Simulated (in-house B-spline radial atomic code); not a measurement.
Orbital energies and mean radii along the 13-electron series, configuration [Ne] 3s2 3p1. The effective charge is n√(-2ε), a non-relativistic measure. Computed with a radial B-spline atomic code at the basis-set limit: non-relativistic Hartree-Fock, average of the configuration, point nuclei.

This level leaves out relativity, spin-orbit splitting included, which matters for heavy ions.

```
  ion   Z  energy of 3p (Eh)  mean radius of 3p (bohr)  energy of 3s (Eh)  mean radius of 3s (bohr)  effective charge of 3p
Rh32+  45            -68.968                   0.33523            -71.407                    0.3509                  35.234
Pd33+  46            -72.959                   0.32643            -75.468                   0.34196                  36.239
Ag34+  47            -77.061                   0.31807             -79.64                   0.33348                  37.244
Cd35+  48            -81.274                   0.31014            -83.923                    0.3254                  38.248
In36+  49            -85.599                   0.30259            -88.318                   0.31771                  39.253
Sn37+  50            -90.034                    0.2954            -92.823                   0.31037                  40.257
Sb38+  51            -94.581                   0.28855             -97.44                   0.30337                  41.261
Te39+  52            -99.239                   0.28201            -102.17                   0.29668                  42.265
 I40+  53            -104.01                   0.27576            -107.01                   0.29027                  43.268
Xe41+  54            -108.89                   0.26979            -111.96                   0.28414                  44.272
Cs42+  55            -113.88                   0.26407            -117.02                   0.27826                  45.275
Ba43+  56            -118.98                   0.25858            -122.19                   0.27263                  46.278
La44+  57             -124.2                   0.25332            -127.48                   0.26721                  47.281
Ce45+  58            -129.52                   0.24827            -132.87                   0.26201                  48.284
Pr46+  59            -134.96                   0.24342            -138.38                   0.25701                  49.287
Nd47+  60             -140.5                   0.23876            -143.99                   0.25219                   50.29
Pm48+  61            -146.16                   0.23427            -149.72                   0.24756                  51.293
Sm49+  62            -151.93                   0.22995            -155.56                   0.24309                  52.295
Eu50+  63            -157.81                   0.22578            -161.51                   0.23878                  53.298
Gd51+  64             -163.8                   0.22176            -167.57                   0.23462                    54.3
```

(1) How does the screening of 3p change?

Results:

(1) Z less the effective charge goes from 9.77 at Z = 45 to 9.70 at Z = 64.
